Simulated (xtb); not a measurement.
Job for xtb: GFN2-xTB on H4OSi2 (SMILES O[Si][SiH3]), a point of a torsion scan.

```
$ xtb mol.xyz --gfn 2 --sp --chrg 0 --uhf 0
7

O      2.29337258    -0.25442137    -0.01263043
Si     0.95523550    -1.18275156    -0.04212362
Si    -0.96366777     0.06372031     0.02019940
H      2.39522475     0.69741409     0.02518081
H     -1.19691842     1.52189714     0.08076348
H     -1.72246171    -0.45159372     1.17619151
H     -1.73778944    -0.35757468    -1.16338035
```

Program output:

```
[...]
           -------------------------------------------------
          |                Calculation Setup                |
           -------------------------------------------------



           -------------------------------------------------
          |                 G F N 2 - x T B                 |
           -------------------------------------------------

        Reference                      10.1021/acs.jctc.8b01176
      * Hamiltonian:
        H0-scaling (s, p, d)           1.850000    2.230000    2.230000
        zeta-weighting                 0.500000
      * Dispersion:
        s8                             2.700000
        a1                             0.520000
        a2                             5.000000
        s9                             5.000000
      * Repulsion:
        kExp                           1.500000    1.000000
        rExp                           1.000000
      * Coulomb:
        alpha                          2.000000
        third order                    shell-resolved
        anisotropic                    true
        a3                             3.000000
        a5                             4.000000
        cn-shift                       1.200000
        cn-exp                         4.000000
        max-rad                        5.000000


          ...................................................
          :                      SETUP                      :
          :.................................................:
          :  # basis functions                  28          :
          :  # atomic orbitals                  26          :
          :  # shells                           12          :
          :  # electrons                        18          :
          :  max. iterations                   250          :
          :  Hamiltonian                  GFN2-xTB          :
          :  restarted?                      false          :
          :  GBSA solvation                  false          :
          :  PC potential                    false          :
          :  electronic temp.          300.0000000     K    :
          :  accuracy                    1.0000000          :
          :  -> integral cutoff          0.2500000E+02      :
          :  -> integral neglect         0.1000000E-07      :
          :  -> SCF convergence          0.1000000E-05 Eh   :
          :  -> wf. convergence          0.1000000E-03 e    :
          :  Broyden damping             0.4000000          :
          :  net charge                          0          :
          :  unpaired electrons                  0          :
          ...................................................

 iter      E             dE          RMSdq      gap      omega  full diag
   1     -9.5800619 -0.958006E+01  0.110E+01    1.63       0.0  T
   2     -9.6033743 -0.233124E-01  0.689E+00    1.94       1.0  T
   3     -9.5891441  0.142302E-01  0.565E+00    1.54       1.0  T
   4     -9.6125259 -0.233818E-01  0.239E+00    1.78       1.0  T
   5     -9.6156934 -0.316751E-02  0.102E+00    2.06       1.0  T
   6     -9.6171074 -0.141400E-02  0.249E-01    1.99       1.0  T
   7     -9.6171579 -0.505535E-04  0.105E-01    2.00       1.0  T
   8     -9.6171593 -0.136434E-05  0.396E-02    2.00       1.0  T
   9     -9.6171602 -0.914080E-06  0.730E-03    2.00       5.2  T
  10     -9.6171602 -0.339531E-07  0.462E-03    2.00       8.2  T
  11     -9.6171603 -0.148519E-07  0.128E-03    2.00      29.5  T
  12     -9.6171603  0.343762E-09  0.876E-04    2.00      43.1  T
  13     -9.6171603 -0.101953E-08  0.163E-04    2.00     231.7  T

   *** convergence criteria satisfied after 13 iterations ***

         #    Occupation            Energy/Eh            Energy/eV
      -------------------------------------------------------------
         1        2.0000           -0.7452634             -20.2796
       ...           ...                  ...                  ...
         3        2.0000           -0.6126186             -16.6702
         4        2.0000           -0.5160747             -14.0431
         5        2.0000           -0.4766132             -12.9693
         6        2.0000           -0.4364785             -11.8772
         7        2.0000           -0.4057609             -11.0413
         8        2.0000           -0.4026884             -10.9577
         9        2.0000           -0.3150338              -8.5725 (HOMO)
        10                         -0.2415701              -6.5735 (LUMO)
        11                         -0.1979555              -5.3866
        12                         -0.1554089              -4.2289
        13                         -0.1440489              -3.9198
        14                         -0.1133561              -3.0846
       ...                                ...                  ...
        26                          1.0121554              27.5421
      -------------------------------------------------------------
                  HL-Gap            0.0734637 Eh            1.9990 eV
             Fermi-level           -0.2783020 Eh           -7.5730 eV

 SCC (total)                   0 d,  0 h,  0 min,  0.005 sec
 SCC setup                      ...        0 min,  0.000 sec (  1.498%)
 Dispersion                     ...        0 min,  0.000 sec (  0.567%)
 classical contributions        ...        0 min,  0.000 sec (  0.254%)
 integral evaluation            ...        0 min,  0.001 sec ( 14.523%)
 iterations                     ...        0 min,  0.002 sec ( 54.276%)
 molecular gradient             ...        0 min,  0.001 sec ( 27.109%)
 printout                       ...        0 min,  0.000 sec (  1.589%)

         :::::::::::::::::::::::::::::::::::::::::::::::::::::
         ::                     SUMMARY                     ::
         :::::::::::::::::::::::::::::::::::::::::::::::::::::
         :: total energy              -9.553660050543 Eh    ::
         :: gradient norm              0.000048560712 Eh/a0 ::
         :: HOMO-LUMO gap              1.999048623232 eV    ::
         ::.................................................::
         :: SCC energy                -9.617158987048 Eh    ::
         :: -> isotropic ES            0.033065476622 Eh    ::
         :: -> anisotropic ES         -0.002751953260 Eh    ::
         :: -> anisotropic XC         -0.007302375587 Eh    ::
         :: -> dispersion             -0.004186167816 Eh    ::
         :: repulsion energy           0.063498936505 Eh    ::
         :: add. restraining           0.000000000000 Eh    ::
         :: total charge              -0.000000000000 e     ::
         :::::::::::::::::::::::::::::::::::::::::::::::::::::

           -------------------------------------------------
          |                Property Printout                |
           -------------------------------------------------

    * Orbital Energies and Occupations

         #    Occupation            Energy/Eh            Energy/eV
      -------------------------------------------------------------
         1        2.0000           -0.7452634             -20.2796
         2        2.0000           -0.6749466             -18.3662
         3        2.0000           -0.6126186             -16.6702
         4        2.0000           -0.5160747             -14.0431
         5        2.0000           -0.4766132             -12.9693
         6        2.0000           -0.4364785             -11.8772
         7        2.0000           -0.4057609             -11.0413
         8        2.0000           -0.4026884             -10.9577
         9        2.0000           -0.3150338              -8.5725 (HOMO)
        10                         -0.2415701              -6.5735 (LUMO)
        11                         -0.1979555              -5.3866
Note: The following floating-point exceptions are signalling: IEEE_UNDERFLOW_FLAG IEEE_DENORMAL
normal termination of xtb
        12                         -0.1554089              -4.2289
        13                         -0.1440489              -3.9198
        14                         -0.1133561              -3.0846
        15                         -0.0757373              -2.0609
        16                         -0.0739348              -2.0119
        17                         -0.0336567              -0.9158
        18                          0.0010022               0.0273
        19                          0.0573950               1.5618
        20                          0.0695742               1.8932
       ...                                ...                  ...
        26                          1.0121554              27.5421
      -------------------------------------------------------------
                  HL-Gap            0.0734637 Eh            1.9990 eV
             Fermi-level           -0.2783020 Eh           -7.5730 eV

     #   Z          covCN         q      C6AA      α(0)
     1   8 O        1.575    -0.485    22.623     6.418
     2  14 Si       1.720     0.359   186.528    29.030
     3  14 Si       3.693     0.323   101.689    19.315
     4   1 H        0.806     0.287     0.762     1.371
     5   1 H        0.914    -0.119     6.302     3.927
     6   1 H        0.915    -0.182     9.564     4.837
     7   1 H        0.915    -0.182     9.562     4.837

 Mol. C6AA /au·bohr⁶  :       1412.605125
 Mol. C8AA /au·bohr⁸  :      63981.941853
 Mol. α(0) /au        :         69.735559


Wiberg/Mayer (AO) data.
largest (>0.10) Wiberg bond orders for each atom

 ---------------------------------------------------------------------------
     #   Z sym  total        # sym  WBO       # sym  WBO       # sym  WBO
 ---------------------------------------------------------------------------
     1   8 O    2.190 --     2 Si   1.285     4 H    0.873
     2  14 Si   2.548 --     1 O    1.285     3 Si   1.123
     3  14 Si   3.825 --     2 Si   1.123     6 H    0.893     7 H    0.893
                             5 H    0.884
     4   1 H    0.918 --     1 O    0.873
     5   1 H    0.986 --     3 Si   0.884
     6   1 H    0.967 --     3 Si   0.893
     7   1 H    0.967 --     3 Si   0.893
 ---------------------------------------------------------------------------

Topologies differ in total number of bonds
Writing topology from bond orders to xtbtopo.mol

molecular dipole:
                 x           y           z       tot (Debye)
 q only:        0.718      -0.219      -0.014
   full:        0.391       0.477       0.016       1.569
molecular quadrupole (traceless):
                xx          xy          yy          xz          yz          zz
 q only:       -5.102       1.599       4.623       0.123       0.151       0.479
  q+dip:       -4.502       4.376       2.814       0.229       0.035       1.689
   full:       -4.494       6.225       0.340       0.319      -0.177       4.154


           -------------------------------------------------
          | TOTAL ENERGY               -9.553660050543 Eh   |
          | GRADIENT NORM               0.000048560712 Eh/α |
          | HOMO-LUMO GAP               1.999048623232 eV   |
           -------------------------------------------------

------------------------------------------------------------------------
------------------------------------------------------------------------
 total:
 SCF:
```

The run finished.

Cost: roughly 0.020 core-seconds.
